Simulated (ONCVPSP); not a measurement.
## Varying the ONCV potential for vanadium (V)

Base potential:

* Element: V (Z = 23)
* Generator: ONCVPSP 4.0.1
* Type: optimised norm-conserving Vanderbilt (ONCV)
* Functional: LDA (Perdew-Wang 92)
* Relativity: scalar-relativistic
* Frozen core: [Ar]
* Valence charge: 5
* Reference configuration: 3d3 4s2
* Partial waves: 4s: rc 2.35 bohr, ncon 5, nbas 9, qcut 3.4 1/bohr, 2 projectors, debl 3.5 Ha; p scattering state at 0.19 Ha: rc 2.45 bohr, ncon 3, nbas 8, qcut 3.5 1/bohr, 3 projectors, debl 2.2 Ha; 3d: rc 1.25 bohr, ncon 4, nbas 8, qcut 10.8 1/bohr, 2 projectors, debl 1.7 Ha
* Local potential: polynomial inside 1.10 bohr (lpopt 5, dvloc0 0 Ha)
* Core correction: Teter function, fcfact 3.5, rcfact 1.1

In the p channel the program set the typed energies aside and used 0.050, 2.250, 4.450 Ha.

All-electron outer shells of the reference configuration (LDA (PZ), scalar-relativistic, ld1.x):

```tsv
shell	level (eV)	outermost node (bohr)	outermost maximum (bohr)
3p	-43.95	0.35	0.84
3d	-5.38	–	0.88
4s	-4.85	1.17	2.72
```

Cutoffs, loose and tight: the cutoffs (Ha) at which the residual kinetic energy of the hardest occupied pseudo-wave falls to 1 and 0.1 mHa per electron. They do not see the model core or the augmentation charge, which bear on the density cutoff. Test errors are all-electron minus pseudo excitation energies from the reference, over the configurations 3d3 4s1; 3d3 4s0; 3d2 4s0; 3d1 4s0. A dash means not determined; rows that change the core or the reference have their own tests. The largest error is taken over the tests solved by every variant that gives reliable tests at all: 3d2 4s0; 3d3 4s0; 3d3 4s1.

1 further variants are left out, since the program set their typed debl aside.

A true bound ghost makes a file unfit for plane-wave use even where its test errors are small: the radial tests pick states by their node count and pass the ghost by.

| change | outcome | cutoff, loose | cutoff, tight | bound ghosts | GHOST(+) flags above zero | largest test error (meV) |
| --- | --- | --- | --- | --- | --- | --- |
| base | generated, projector energies reset by the program | 49 Ha | 56 Ha | s | p | +65 |
| functional PBEsol | generated, projector energies reset by the program | 49 Ha | 56 Ha | s | p | +51 |
| core correction none | generated, projector energies reset by the program | 49 Ha | 56 Ha | s | p | +190 |
| core [Ne] 3s2, valence charge 11; reference 3p6 3d3 4s2; waves now 4s: rc 2.75 bohr, ncon 5, nbas 9, qcut 3 1/bohr, 2 projectors, debl 3 Ha; 3p: rc 0.90 bohr, ncon 4, nbas 7, qcut 8.2 1/bohr, 2 projectors, debl 3.2 Ha; 3d: rc 1.35 bohr, ncon 5, nbas 10, qcut 12 1/bohr, 1 projector; local potential polynomial inside 0.70 bohr (lpopt 2, dvloc0 6 Ha) | generated | 58 Ha | 157 Ha | s | none | +164 |
| p: rc 3.66 | generated, projector energies reset by the program | 49 Ha | 56 Ha | s | p | +65 |
| s: qcut 3; p: qcut 3.1; d: qcut 9.4 | generated, projector energies reset by the program | 44 Ha | 135 Ha | s | p | +71 |
| d: rc 1.54 | generated, projector energies reset by the program | 41 Ha | 47 Ha | s | p | +79 |
